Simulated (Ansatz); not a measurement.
Molecule: sum formula MnOBrH, net charge 0, sextet state. The spin state was set by rule; other spins were not relaxed. 
Structure (B3LYP-D3(BJ)/def2-TZVP (Ansatz, a program for electronic structure) minimum search):
```xyz
4

Mn     0.1434    -0.7152     0.6016
Br    -0.2248     1.0628    -0.8910
O      0.5324    -2.0861     1.7267
H      0.0260    -2.6280     2.3322
```
Charge 0, spin multiplicity 6.

Basis-set convergence of Hartree-Fock and CCSD(T) correlation energies (hartree) with Ansatz. Correlated levels leave the core frozen unless marked. Open shells are spin-unrestricted. Spin-orbit coupling is left out. Frozen are the shells of the preceding noble gas and the d and f shells that filled before the atom's block. No relativistic terms.

| basis | functions | E(HF) | E(corr, CCSD(T)) |
|---|---|---|---|
| def2-SVPD | 106 | -3797.31568 | -0.45230 |
| def2-TZVPPD | 181 | … | … |

Task: Some entries are withheld; supply them.

Result: 
- def2-TZVPPD, E(HF): -3797.86417
- def2-TZVPPD, E(corr, CCSD(T)): -0.58761
